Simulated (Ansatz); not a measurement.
BFGeH4 (`F[BH][GeH3]`), relaxed with RKS PBE-D4/def2-SVP in the Gaussian-basis code of Ansatz from a rough embedded geometry. The force threshold is 0.03 eV/Å; the program also tests the step.

The species carries charge 0 and has multiplicity 1.

Start:

```xyz
7

F     0.937    0.388   -2.032
B     0.092   -0.310   -1.147
Ge   -0.044    0.200    0.799
H    -0.607   -1.233   -1.544
H    -1.094   -0.761    1.494
H    -0.562    1.670    0.929
H     1.278    0.045    1.502
```

By how much does the energy fall, and how many steps does the optimiser take? (An estimate is asked.)

Computed: 0.21 eV, in 6 steps, 1 of them rejected.

Which bonds change most? (Estimate.)

Computed: F1–B2 from 1.408 to 1.330 Å; B2–Ge3 from 2.016 to 2.089 Å; Ge3–H7 from 1.505 to 1.555 Å; Ge3–H5 from 1.584 to 1.551 Å.

Give the relaxed structure. (Estimate.)

Ansatz gave: 
```xyz
7

F     0.919    0.329   -1.975
B     0.070   -0.336   -1.198
Ge   -0.079    0.190    0.818
H    -0.580   -1.226   -1.728
H    -1.076   -0.716    1.588
H    -0.556    1.662    0.970
H     1.303    0.095    1.524
```
